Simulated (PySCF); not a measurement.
**Computed spin Hamiltonian**

Species: C7H6 (charge +1 and doublet state).
SMILES with atom numbers: `[CH:1]1[CH:2]=[C:3]2[CH2:4][C:5]2=[CH:6][CH+:7]1` (hydrogens: H8 on C1; H9 on C2; H10, H11 on C4; H12 on C6; H13 on C7)

Structure used (PBE0-D3(BJ)/def2-SVP), in Å, numbered top down from 1:
```
atom  x, y, z in Å
C1    -1.4993   -0.6956   -0.0371
C2    -0.3540   -1.4823    0.1225
C3     0.7892   -0.7098    0.1263
C4     2.0934   -0.0384    0.1505
C5     0.8252    0.6801   -0.0145
C6    -0.2772    1.4937   -0.1761
C7    -1.4625    0.7508   -0.1819
H8    -2.4840   -1.1730   -0.0574
H9    -0.3942   -2.5682    0.2272
H10    2.7858   -0.1443   -0.7082
H11    2.6523    0.0444    1.1039
H12   -0.2617    2.5794   -0.2890
H13   -2.4217    1.2641   -0.3015
```

Method: UKS B3LYP, IGLO-III on C, pcH-1 on H, non-relativistic, mean-field spin-orbit, GIAO in PySCF 2.14.0. Isolated species at its PBE0-D3(BJ)/def2-SVP geometry, gas phase. Stability of the SCF solution: not tested. No frequencies were computed at this geometry's level, so the symmetric structure isn't shown to be a minimum.

| Item | Value |
| --- | --- |
| g1, g2, g3 | 2.00210, 2.00218, 2.00357 |
| g_iso | 2.00262 |
| Form of g | close to axial: the two nearest values differ by 5 % of g3 − g1 |
| ⟨S²⟩ | 0.7637 (exact 0.7500) |
| HOMO–LUMO gap, α and β orbitals | 6.02, 2.49 eV |
| Basis functions | 305 |

Isotropic coupling and dipolar principal values T1 to T3, in mT (MHz turned into mT with g_iso):

```
atom  isotope  a_iso     T1     T2    T3  Mulliken spin population
  C1      13C   0.53  -0.82  -0.79  1.62                      0.28
  C2      13C  -0.68  -0.48   0.23  0.25                     -0.11
  C3      13C   0.90  -0.91  -0.85  1.76                      0.30
  C4      13C  -1.28  -0.24  -0.03  0.26                     -0.07
  C5      13C   0.90  -0.91  -0.85  1.76                      0.30
  C6      13C  -0.68  -0.48   0.23  0.25                     -0.11
  C7      13C   0.53  -0.83  -0.80  1.62                      0.28
  H8       1H  -0.72  -0.42  -0.09  0.51                     -0.02
  H9       1H   0.12  -0.10   0.03  0.07                      0.00
 H10       1H   6.86  -0.15  -0.15  0.30                      0.07
 H11       1H   6.89  -0.15  -0.15  0.30                      0.07
 H12       1H   0.12  -0.10   0.03  0.07                      0.00
 H13       1H  -0.72  -0.42  -0.09  0.51                     -0.02
```

The Mulliken spin populations are largest on C3 (+0.30), C5 (+0.30), C7 (+0.28) and C1 (+0.28). Four atoms exceed +0.15.

The SMILES `[CH]1C=C2CC2=C[CH+]1` draws the unpaired electron on C1, whose computed spin population is only +0.28.

Axes: g3 points within 1° of the C1–C7 bond.

Under fast tumbling the dipolar parts average out, and these isotropic splittings remain: 2 × 1H (H10/H11, I = 1/2, 3 lines) with 6.88 mT, 2 × 1H (H8/H13, I = 1/2, 3 lines) with 0.72 mT and 2 × 1H (H9/H12, I = 1/2, 3 lines) with 0.12 mT.

Means are taken over nuclei equivalent by connectivity, which assumes that they swap fast.

The 13C coupling of C4 (-36.0 MHz) shows only in satellite lines or after enrichment, since that isotope makes up about 1.07 % of natural carbon.

Time: 65 s. Hardware: one thread, x86-64 server, shared host.
